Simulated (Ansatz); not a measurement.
Geometry optimisation, Ansatz 0.2.0, RKS BLYP-D4/6-31G*.

Input file:

```yaml
crystal:
  periodic: [false, false, false]
  atoms:
    - { symbol: B, position_ang: [0.0, 0.0, 0.0] }
    - { symbol: F, position_ang: [0.0, 0.0, 1.67] }
    - { symbol: H, position_ang: [1.0305, 0.0, -0.595] }
    - { symbol: H, position_ang: [-1.0305, 0.0, -0.595] }
    - { symbol: "N", position_ang: [0.0773, -1.7539, 0.5833] }
    - { symbol: H, position_ang: [-0.441, -2.5119, 0.0539] }
    - { symbol: C, position_ang: [0.8576, -2.0964, 1.7812] }
    - { symbol: H, position_ang: [0.9977, -3.1964, 1.8301] }
    - { symbol: H, position_ang: [1.849, -1.5995, 1.7321] }
    - { symbol: H, position_ang: [0.3162, -1.7522, 2.687] }
    - { symbol: H, position_ang: [0.0473, -1.0728, 1.5337] }
basis:
  gaussian: { orbitals: "6-31G*" }
hamiltonian:
  xc: blyp
  dispersion: d4
relax:
  f_tol: 0.15
  max_steps: 25
  restrain:
    - { distance: [0, 4], at: 1.55, k: 30.0 }
    - { distance: [10, 1], at: 0.92, k: 30.0 }
    - { distance: [0, 1], at: 2.52, k: 30.0 }
    - { distance: [10, 4], at: 2.26, k: 30.0 }
```

Command:

```bash
$ ansatz run input.yaml --threads 1 --pin off --max-ram 2048MiB --backend cpu --events-out ev --progress --plain --runs-dir out
```

**Question.** Where does it end, and by what steps?

**Answer.** It converged. The restraints hold the end off the free minimum. After 18 steps the energy has fallen by 4.305 eV (the restraints' own energy left out); H11 moved furthest, 1.38 Å. Parted: N5–H11 (1.17 → 2.25 Å).

| step | energy less start (eV) | largest force component (eV/Å) | accepted |
| --- | --- | --- | --- |
| 0 | 0.0000 | 6.582 | yes |
| 1 | -1.2393 | 4.725 | yes |
| 2 | -1.9238 | 4.265 | yes |
| 3 | -2.5579 | 2.563 | yes |
| 4 | -3.1059 | 5.414 | yes |
| 5 | -3.8117 | 1.554 | yes |
| 6 | -4.0061 | 1.788 | yes |
| 7 | -4.1277 | 2.056 | yes |
| 8 | -4.1471 | 2.002 | no |
| 9 | -4.2051 | 2.007 | yes |
| 10 | -4.2350 | 2.027 | yes |
| 11 | -4.2656 | 1.928 | yes |
| 12 | -4.2908 | 1.897 | yes |
| 13 | -4.2940 | 1.912 | yes |
| 14 | -4.2934 | 1.813 | yes |
| 15 | -4.2849 | 1.836 | no |
| 16 | -4.3081 | 1.809 | yes |
| 17 | -4.3343 | 1.325 | no |
| 18 | -4.3048 | 1.853 | yes |

```xyz
11
Properties=species:S:1:pos:R:3
B 0.162 -0.562 -0.113
F -0.643 0.981 1.715
H 1.229 -0.021 -0.123
H -0.764 -0.273 -0.815
N 0.016 -1.760 0.748
H -0.845 -2.308 0.691
C 1.087 -2.402 1.522
H 1.391 -3.361 1.071
H 1.960 -1.737 1.536
H 0.780 -2.597 2.561
H -0.667 0.057 1.890
```

The run took 22 s on 1 thread of AMD EPYC 9R45 96-Core Processor (Zen 5), with other jobs on the host, peak memory 0.17 GiB.
